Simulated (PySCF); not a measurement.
Compound: C5H4F2.
Bonds: C1–C2 (triple), C2–C3, C3–C4 (double), C3–C5, C5–F6, C5–F7. Hydrogens: H8 on C1; H9, H10 on C4; H11 on C5.

Computed by this run: PBE0-D3(BJ)/def2-SVP geometry optimisation, gas phase in PySCF 2.14.0; density fitting, grid level 1; the optimiser is geomeTRIC in internal coordinates, started from a GFN2-xTB structure with every atom displaced at random (about 0.01 Å).

Step 0: E = -10661.6865 eV
```
atom  x, y, z in Å  |  force x, y, z in eV/Å
C1      2.1006   -1.3587   -0.0006   -3.501   2.755  -0.281
C2      1.1384   -0.5893   -0.0722    1.712  -1.431   0.170
C3     -0.0004    0.2698   -0.1515    0.963  -0.229  -0.024
C4      0.1448    1.5982   -0.2533   -2.718  -0.539   0.108
C5     -1.3132   -0.4503   -0.0761   -1.072   0.646   0.869
F6     -2.3448    0.3697   -0.4081    0.384  -0.145  -0.067
F7     -1.5514   -0.8578    1.2060    0.284   0.066  -0.404
H8      2.9233   -1.9683    0.0495    1.828  -1.408   0.130
H9      1.0670    2.0886   -0.2777    1.754   0.681  -0.051
H10    -0.7703    2.2103   -0.2870    0.273  -0.088  -0.075
H11    -1.3562   -1.3383   -0.7052    0.093  -0.308  -0.377
```

Step 1: E = -10661.8074 eV
```
atom  x, y, z in Å  |  force x, y, z in eV/Å
C1      2.1795   -1.2590   -0.0368    0.024  -0.554   0.211
C2      1.1215   -0.6635   -0.0189    0.274   0.357  -0.226
C3     -0.0079    0.2033   -0.1156   -0.172  -0.154   0.093
C4      0.1223    1.5301   -0.2409    0.375   0.218   0.014
C5     -1.3801   -0.4315   -0.0555    0.162  -0.030  -0.126
F6     -2.3196    0.4561   -0.4340   -0.089  -0.044   0.049
F7     -1.6526   -0.8189    1.2077   -0.034  -0.031   0.060
H8      3.0610   -1.8861    0.0057   -0.194   0.253  -0.046
H9      1.1177    1.9957   -0.2592   -0.245  -0.107  -0.006
H10    -0.7547    2.1706   -0.3222   -0.084   0.024  -0.034
H11    -1.4496   -1.3230   -0.7066   -0.017   0.067   0.010
```

Step 2: E = -10661.8333 eV
```
atom  x, y, z in Å  |  force x, y, z in eV/Å
C1      2.1567   -1.2978   -0.0220   -0.227  -0.266   0.154
C2      1.1320   -0.6464   -0.0304    0.272   0.355  -0.150
C3      0.0075    0.2288   -0.1243   -0.168  -0.055   0.077
C4      0.1144    1.5606   -0.2458    0.079  -0.011  -0.042
C5     -1.3529   -0.4300   -0.0584   -0.002  -0.060  -0.047
F6     -2.3270    0.4373   -0.3955    0.008   0.036   0.010
F7     -1.5977   -0.8548    1.2001    0.025  -0.027   0.050
H8      3.0127   -1.9464    0.0340    0.030   0.075  -0.036
H9      1.0900    2.0513   -0.2701   -0.014  -0.042  -0.001
H10    -0.7814    2.1777   -0.3363   -0.008  -0.023   0.015
H11    -1.4166   -1.3063   -0.7274    0.005   0.018  -0.029
```

Problem. Estimate the geometry and energy of step 3. (The exact step hangs on the optimiser's Hessian estimate; all steps are aligned on step 2, rigid shifts and turns removed.)

Solution. E = -10661.8569 eV, largest force 0.367 eV/Å
```
atom  x, y, z in Å  |  force x, y, z in eV/Å
C1      2.1121   -1.3302    0.0108   -0.252   0.044   0.028
C2      1.1487   -0.5960   -0.0516    0.057   0.056   0.000
C3      0.0109    0.2601   -0.1420    0.049   0.022   0.029
C4      0.1086    1.5923   -0.2628   -0.333  -0.131  -0.082
C5     -1.3280   -0.4374   -0.0639   -0.056   0.023   0.114
F6     -2.3408    0.4160   -0.3149    0.068   0.030   0.001
F7     -1.5076   -0.9339    1.1826    0.025   0.001  -0.076
H8      2.9426   -1.9983    0.0893    0.217  -0.117  -0.008
H9      1.0784    2.0785   -0.3022    0.177   0.106   0.002
H10    -0.7964    2.2000   -0.3453    0.060  -0.014   0.027
H11    -1.3909   -1.2773   -0.7762   -0.012  -0.021  -0.034
```

The energy changes by -0.0236 eV. The first-order estimate −F·Δx gives -0.0425 eV and the mean of the old and new forces, exact on a quadratic surface, -0.0234 eV. The step makes an angle of 73° with the force vector and moves no atom by more than 0.121 Å.

What follows is the cost of the whole optimisation. The run took 56 s on an Arm Neoverse V1 with one thread, shared host, and the process peaked at 0.51 GiB of memory.
